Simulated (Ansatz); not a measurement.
H3O (SMILES [OH3+]), charge 1, multiplicity 1, relaxed at each level with Ansatz (a quantum-chemistry and plane-wave program); harmonic frequencies from differences of analytic forces, average atomic masses, frozen cores.

### Question
Give the equilibrium geometry, the harmonic frequencies and the zero-point energy at r2SCAN/def2-TZVPP.

### Answer

(charge 1, multiplicity 1):
```xyz
4

O      0.0003    -0.0007     0.0851
H     -0.5858    -0.7315    -0.1957
H     -0.3428     0.8747    -0.1840
H      0.9268    -0.1388    -0.1957
```
Frequencies (cm⁻¹): 830, 1681, 1681, 3584, 3676, 3676. Zero-point energy 21.63 kcal/mol.

### Question
Give the equilibrium geometry, the harmonic frequencies and the zero-point energy at CCSD(T)/cc-pVQZ.

### Answer

(charge 1, multiplicity 1):
| atom | x (Å) | y (Å) | z (Å) |
|---|---|---|---|
| O | 0.0003 | -0.0007 | 0.0928 |
| H | -0.5826 | -0.7275 | -0.1983 |
| H | -0.3409 | 0.8700 | -0.1867 |
| H | 0.9217 | -0.1380 | -0.1983 |
Frequencies (cm⁻¹): 892, 1699, 1699, 3607, 3706, 3706. Zero-point energy 21.88 kcal/mol.
